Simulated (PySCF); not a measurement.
A side-by-side comparison of computed properties.

First species: C₇H₈F₄O.
InChI=1S/C7H8F4O/c1-5-2-3-6(8,4-12-5)7(9,10)11/h2H,3-4H2,1H3/t6-/m0/s1

Second species: C6H8FOP.
SMILES with atom numbers: `[CH3:1][O:2][C:3]([F:4])=[C:5]=[P:6][CH:7]1[CH2:8][CH2:9]1` (hydrogens: H10, H11, H12 on C1; H13 on C7; H14, H15 on C8; H16, H17 on C9)

Structure used (GFN2-xTB), in Å, numbered top down from 1:
```xyz
17
C6H8FOP angstrom
C      3.403   -1.026    0.449
O      2.115   -0.673    0.915
C      1.498    0.361    0.316
F      2.120    0.795   -0.819
C      0.350    0.868    0.680
P     -0.843    1.794    1.307
C     -2.351    0.990    0.608
C     -2.405   -0.499    0.401
C     -2.341    0.408   -0.779
H      3.722   -1.853    1.079
H      4.102   -0.191    0.551
H      3.375   -1.345   -0.597
H     -3.268    1.474    0.930
H     -1.520   -1.066    0.651
H     -3.332   -1.010    0.616
H     -3.221    0.532   -1.391
H     -1.412    0.454   -1.329
```

Levels: PBE0/pcSseg-1 for HOMO energy, LUMO energy and HOMO–LUMO gap. Geometries: GFN2-xTB. Each species is one conformer at its optimised geometry, gas phase, non-relativistic unless stated. Electronic properties by PySCF.

The conformers computed, where there is a choice (atom-mapped SMILES and torsion angles):
- `[CH3:1][O:2][C:3]([F:4])=[C:5]=[P:6][CH:7]1[CH2:8][CH2:9]1`: C1–O2–C3–F4 10°, C5–P6–C7–C8 35°

The conformers of `CC1=CC[C@@](F)(C(F)(F)F)CO1` aren't listed.

```json
{"property": "HOMO energy", "column X": "-6.43 eV", "column Y": "-6.80 eV"}
{"property": "LUMO energy", "column X": "-1.78 eV", "column Y": "0.61 eV"}
{"property": "HOMO–LUMO gap", "column X": "4.65 eV", "column Y": "7.41 eV"}
```

Task: Which column belongs to which species?

Result: Column X is the second species and column Y the first. The first has 20 atoms and 94 electrons, the second 17 and 76.

Task: How does each property change from the first species to the second?

Result: HOMO energy +0.37 eV; LUMO energy -2.39 eV; HOMO–LUMO gap -2.76 eV.

